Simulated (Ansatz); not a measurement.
Program: Ansatz 0.2.0.

A structure relaxed at PBE0-D4/def2-TZVP, charge 0, multiplicity 1:

Cartesian coordinates in Å:
```
F -0.3447 0.4498 3.3543
Al -0.4860 0.0716 1.7592
S 1.1565 0.7175 0.5029
Si 0.4707 -0.0101 -1.3908
H -1.7566 -0.7050 1.2685
H 1.4650 -0.9723 -1.9245
H 0.3395 1.1337 -2.3254
H -0.8444 -0.6851 -1.2443
```

Give its formula and SMILES.

AlFH4SSi, `[F][AlH][S][SiH3]`.

Point group (tolerance 0.08 Å, 0.16 Å for H)?

Cs.

Summarise the bond lengths by kind.

1 × Al–F 1.645 Å; 1 × Al–S 2.166 Å; 1 × Al–H 1.568 Å; 1 × S–Si 2.141 Å; 3 × H–Si 1.483 to 1.486 Å.
